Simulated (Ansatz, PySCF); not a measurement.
AlOCl, SMILES [O]=[Al][Cl]. Atoms are numbered in the order given.

```xyz
3

Al     0.0000     0.0000    -0.5788
O      0.0000     0.0000    -2.1754
Cl     0.0000     0.0000     1.4883
```

Geometry optimised at B3LYP-D3(BJ)/def2-TZVP.

Two levels are set side by side: PBE-D3(BJ)/def2-TZVP (Ansatz, a program for electronic structure) and B3LYP-D3(BJ)/def2-TZVP (Ansatz). Each level has its own optimised geometry; the coordinates shown are those of the second. Frequencies come from the Hessian of PySCF at each geometry. Differences are taken from unrounded values.

```json
[
 {"quantity": "mean bond length (Å)", "B3LYP-D3(BJ)": "1.832"},
 {"quantity": "bond Al1–O2 (Å)", "B3LYP-D3(BJ)": "1.597"},
 {"quantity": "bond Al1–Cl3 (Å)", "B3LYP-D3(BJ)": "2.067"},
 {"quantity": "highest harmonic wavenumber (cm⁻¹)", "B3LYP-D3(BJ)": "1122"},
 {"quantity": "mean harmonic wavenumber (cm⁻¹)", "B3LYP-D3(BJ)": "489"},
 {"quantity": "zero-point energy (kcal/mol)", "B3LYP-D3(BJ)": "2.80"}
]
```

Task: What does PBE-D3(BJ) give, and how far is it from B3LYP-D3(BJ)? (The exact figures need the calculation; the answer reports its results.)

Result: 
```
quantity                            PBE-D3(BJ)  PBE-D3(BJ) minus B3LYP-D3(BJ)
----------------------------------  ----------  -----------------------------
mean bond length (Å)                     1.846                          0.014
bond Al1–O2 (Å)                          1.613                          0.017
bond Al1–Cl3 (Å)                         2.078                          0.011
highest harmonic wavenumber (cm⁻¹)        1079                            -44
mean harmonic wavenumber (cm⁻¹)            471                            -18
zero-point energy (kcal/mol)              2.69                          -0.10
```

GGA bonds tend to be longer and softer than those of functionals with exact exchange. Differences between two approximate levels are no errors against the true value.
